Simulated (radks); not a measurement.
Values are calculated unless marked as measured or tabulated.
Species: Pt4+. Configuration: [Xe] 4f14 5d6 (the NIST ground configuration). Code: a radial shooting solver on a logarithmic mesh with Libxc functionals. Model: Dirac Kohn-Sham, B86b exchange with PBE correlation, spin-unpolarised, spherical densities, finite nucleus; open shells are shared between the two j in proportion to 2j + 1; Fermi nuclear charge, rms radius 5.427 fm.

Normalised radial functions P(r) = r R(r) (large component), r in bohr:

r           5p3/2    5d3/2    5d5/2
0.002645   0.0083   0.0002   0.0001
0.0035     0.0137   0.0004   0.0002
0.004668   0.0226   0.0007   0.0004
0.006176   0.0364   0.0014   0.0009
0.008171   0.0575   0.0028   0.0019
0.0109     0.0893   0.0057   0.0042
0.01442    0.1321   0.0112   0.0087
0.01908    0.1854   0.0217   0.0177
0.02545    0.2434   0.0415   0.0353
0.03367    0.2837   0.0747   0.0657
0.04455    0.2751   0.1264   0.1143
0.05942    0.1754   0.1986   0.1843
0.07862   -0.0245   0.2721   0.2589
0.1049    -0.2753   0.3097   0.3035
0.1387    -0.4059   0.2487   0.2557
0.1836    -0.2525   0.0506   0.0725
0.2448     0.1896  -0.2447  -0.2165
0.324      0.5654  -0.4479  -0.4321
0.4286     0.4705  -0.3743  -0.3869
0.5717    -0.1619   0.0235  -0.0176
0.7564    -0.8489   0.5302   0.4812
1.001     -1.1187   0.8826   0.8504
1.335     -0.8793   0.9202   0.9177
1.766     -0.4572   0.6916   0.7107
2.356     -0.1473   0.3708   0.3938
3.117     -0.0285   0.1383   0.1525
4.124     -0.0028   0.0316   0.0364

5p3/2: eigenvalue -101.76 eV, 3 radial nodes at r = 0.0764, 0.219, 0.538 bohr, <r> = 1.11 bohr, 90 % of the charge inside 1.61 bohr. 5d3/2: eigenvalue -53.780 eV, 2 radial nodes at r = 0.193, 0.564 bohr, <r> = 1.41 bohr, 90 % of the charge inside 2.11 bohr. 5d5/2: eigenvalue -51.995 eV, 2 radial nodes at r = 0.198, 0.578 bohr, <r> = 1.45 bohr, 90 % of the charge inside 2.16 bohr.
